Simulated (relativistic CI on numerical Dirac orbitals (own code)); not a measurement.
## d3 in a ligand field

Computed with a parametric ligand-field model of a d^n configuration (Racah B and C, spin-orbit zeta, crystal field), exact diagonalisation.

Field parameters in Wybourne normalisation: D3d B²₀ = −7Dσ, B⁴₀ = −14Dq − 21Dτ, B⁴₃ = −14√(10/7) Dq; Oh B⁴₀ = 21Dq, B⁴₄ = √(5/14) B⁴₀; Td as Oh with Dq negative (B⁴₀ = 21Dq, B⁴₄ = √(5/14) B⁴₀). The field is a parameter set, without covalency.

A d3 ion in Oh symmetry has the ground term 4A2 and bands at 4T2 6000 cm⁻¹ (1667 nm), 4T1 9990 cm⁻¹ (1001 nm), 2E 13587 cm⁻¹ (736 nm), 2T1 14162 cm⁻¹ (706 nm), 2A1 17850 cm⁻¹ (560 nm), 4T1 17910 cm⁻¹ (558 nm). Which parameters reproduce them?

B = 660, C = 3070, ζ = 0 cm⁻¹, Oh, 10Dq = 6000 cm⁻¹.

Ground term and bands for B = 650, C = 2360, ζ = 0 cm⁻¹, D3d, 10Dq = 15250, Dσ = -630, Dτ = -320 cm⁻¹?

Ground term 4A2 with 0.00 electrons in the two orbitals of the cubic e set. Spin-allowed: 4E 12803 cm⁻¹ (781 nm), 4A1 15348 cm⁻¹ (652 nm), 4E 20032 cm⁻¹ (499 nm), 4A2 21629 cm⁻¹ (462 nm). Lowest spin-forbidden: 2E 10090 cm⁻¹ (991 nm), 2E 12158 cm⁻¹ (822 nm), 2A2 12410 cm⁻¹ (806 nm).

Ground term and bands for B = 420, C = 1530, ζ = 0 cm⁻¹, D3d, 10Dq = 27650, Dσ = 690, Dτ = 50 cm⁻¹?

Ground term 4A2 with 0.00 electrons in the two orbitals of the cubic e set. Spin-allowed: 4A1 27089 cm⁻¹ (369 nm), 4E 28019 cm⁻¹ (357 nm), 4A2 32102 cm⁻¹ (312 nm), 4E 33191 cm⁻¹ (301 nm). Lowest spin-forbidden: 2E 7193 cm⁻¹ (1390 nm), 2A2 8136 cm⁻¹ (1229 nm), 2E 8251 cm⁻¹ (1212 nm).

A d3 ion in Td symmetry has the ground term 4T1 and bands at 4T2 7310 cm⁻¹ (1368 nm), 2E 14785 cm⁻¹ (676 nm), 4A2 15760 cm⁻¹ (635 nm), 2T1 21069 cm⁻¹ (475 nm), 4T1 21320 cm⁻¹ (469 nm), 2T2 21492 cm⁻¹ (465 nm). Which parameters reproduce them?

B = 1010, C = 5230, ζ = 0 cm⁻¹, Td, 10Dq = -8450 cm⁻¹.

Ground term and bands for B = 440, C = 1920, ζ = 0 cm⁻¹, Oh, 10Dq = 5500 cm⁻¹?

Ground term 4A2 with 0.00 electrons in the two orbitals of the cubic e set. Spin-allowed: 4T2 5500 cm⁻¹ (1818 nm), 4T1 8800 cm⁻¹ (1136 nm), 4T1 14300 cm⁻¹ (699 nm). Lowest spin-forbidden: 2E 8774 cm⁻¹ (1140 nm), 2T1 9186 cm⁻¹ (1089 nm), 2T2 12232 cm⁻¹ (818 nm). With an A2 ground term the first spin-allowed band lies at |10Dq| itself.
